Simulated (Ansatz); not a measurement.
Mulliken charges of CH$_{5}$FGeN (`C[NH][GeH][F]`) radical from PBE/def2-TZVPP in Ansatz (PBE0-D4/def2-TZVP geometry).

```tsv
atom	x (Å)	y (Å)	z (Å)	charge (e)
C1	-0.507	0.840	-0.797	-0.186
N2	0.183	-0.356	-0.366	-0.258
Ge3	0.160	-0.916	1.379	0.390
F4	1.272	-2.269	1.340	-0.347
H5	-1.568	0.684	-1.029	0.103
H6	-0.445	1.603	-0.017	0.092
H7	-0.024	1.252	-1.688	0.102
H8	0.161	-1.100	-1.051	0.145
H9	0.856	0.216	2.210	-0.042
```

**Question.** By hand: the dipole of these point charges (1 e Å = 4.8032 D).

**Answer.** Σ q r = (-0.549, 0.543, -0.209) e Å, of length 0.800 e Å = 3.84 D.

**Question.** How does the dipole of the full density compare? (An estimate is asked.)

**Answer.** The calculation gave: (-0.359, 0.379, -0.327) e Å, 2.96 D; the point charges give 1.30 times that, at 17° from its direction.

Point charges leave out the atoms' own dipoles, such as those of lone pairs, and Mulliken's split depends on the basis, so the two needn't agree.
